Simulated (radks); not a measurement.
The numbers below are computed, except where a source is named.
Question: These are the eigenvalues of the occupied orbitals of an atom or ion with whole-number occupations (eV). Code: a radial shooting solver on a logarithmic mesh with Libxc functionals. Model: scalar-relativistic Kohn-Sham, exchange-only PBE, spin-polarised, spherical densities, point nucleus.

1s: -17867.89
2s: -2511.780
2p: -2244.492
3s: -445.9078
3p: -358.8602
3d: -216.0306
4s: -94.1783
4p: -71.4413

Which element is it, and in what charge state? The configuration may be excited. Open shells, if any, are filled with parallel spins first.

Answer: Z = 40, zirconium, charge +4: Zr4+ in [Kr]. The list shows which subshells hold electrons but not how many an open one holds; the 1s level, -656.63 hartree, gives Z - s = 36.2 by -(Z - s)^2/2, which with screening and relativity narrows Z to a few neighbours, and the depths of the outer levels then fix element, charge and occupations together.
